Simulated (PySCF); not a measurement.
Species: CH5ClSiTe.
Bonds: C1–Te2, Te2–Si3, Si3–Cl4. Hydrogens: H5, H6, H7 on C1; H8, H9 on Si3.

A GFN2-xTB structure was refined with PySCF, PBE0-D3(BJ)/def2-SVP geometry optimisation, gas phase, def2 core potentials past Kr. Its GFN2-xTB values:

| coordinate | GFN2-xTB |
| --- | --- |
| C1–Te2 | 2.157 Å |
| C1–H5 | 1.062 Å |
| Te2–Si3 | 2.470 Å |
| Si3–Cl4 | 2.065 Å |
| Si3–H8 | 1.455 Å |
| Te2–C1–H5 | 111.6° |
| Te2–C1–H7 | 106.8° |
| Te2–Si3–H8 | 114.5° |
| Cl4–Si3–H8 | 106.0° |
| Cl4–Si3–H9 | 106.3° |
| H5–C1–H6 | 112.1° |
| H5–C1–H7 | 108.8° |
| H8–Si3–H9 | 108.0° |
| C1–Te2–Si3–Cl4 | 180° |

**Question.** How do these coordinates change at the PBE0-D3(BJ)/def2-SVP level?

**Answer.** 
```json
{"coordinate": "Si3–H8", "PBE0-D3(BJ)/def2-SVP (Å or °)": "1.491", "change": "+0.036"}
{"coordinate": "C1–H5", "PBE0-D3(BJ)/def2-SVP (Å or °)": "1.096", "change": "+0.034"}
{"coordinate": "Te2–Si3", "PBE0-D3(BJ)/def2-SVP (Å or °)": "2.487", "change": "+0.017"}
{"coordinate": "C1–Te2", "PBE0-D3(BJ)/def2-SVP (Å or °)": "2.168", "change": "+0.011"}
{"coordinate": "Si3–Cl4", "PBE0-D3(BJ)/def2-SVP (Å or °)": "2.069", "change": "+0.004"}
{"coordinate": "Te2–Si3–H8", "PBE0-D3(BJ)/def2-SVP (Å or °)": "111.8", "change": "-2.7"}
{"coordinate": "Cl4–Si3–H9", "PBE0-D3(BJ)/def2-SVP (Å or °)": "108.8", "change": "+2.5"}
{"coordinate": "Cl4–Si3–H8", "PBE0-D3(BJ)/def2-SVP (Å or °)": "108.2", "change": "+2.2"}
{"coordinate": "Te2–C1–H5", "PBE0-D3(BJ)/def2-SVP (Å or °)": "110.2", "change": "-1.4"}
{"coordinate": "H5–C1–H6", "PBE0-D3(BJ)/def2-SVP (Å or °)": "110.9", "change": "-1.2"}
{"coordinate": "H8–Si3–H9", "PBE0-D3(BJ)/def2-SVP (Å or °)": "108.9", "change": "+0.9"}
{"coordinate": "H5–C1–H7", "PBE0-D3(BJ)/def2-SVP (Å or °)": "109.6", "change": "+0.8"}
{"coordinate": "Te2–C1–H7", "PBE0-D3(BJ)/def2-SVP (Å or °)": "106.4", "change": "-0.4"}
{"coordinate": "C1–Te2–Si3–Cl4", "PBE0-D3(BJ)/def2-SVP (Å or °)": "-179", "change": "+1"}
```

The energy falls by 5.9 kJ/mol over 4 energy and gradient evaluations, the largest force component goes from 0.0255 to 2.9e-04 Eh/bohr, and the atoms move by 0.041 Å rms after alignment. The bond that changes most is Si3–H8 (chlorine-bound silicon to Si–H hydrogen), which lengthens by 0.036 Å. Bonds longer at the end by more than 0.005 Å: 5 of 8; shorter: 0. Rotational constants go from 5498, 1032, 882.2 to 5456, 1018, 871.9 MHz.

The run used 101 basis functions and 30 SCF cycles in all. Hardware: one thread of an Intel Xeon Platinum 8488C, on a shared host. Cost: 16 s wall, 0.43 GiB resident at most.

Stationary, but not proved a minimum. One conformer, not necessarily the lowest.

Shape of the structure used: `[CH3:1][Te:2][SiH2:3][Cl:4]`: C1–Te2–Si3–Cl4 -179°.
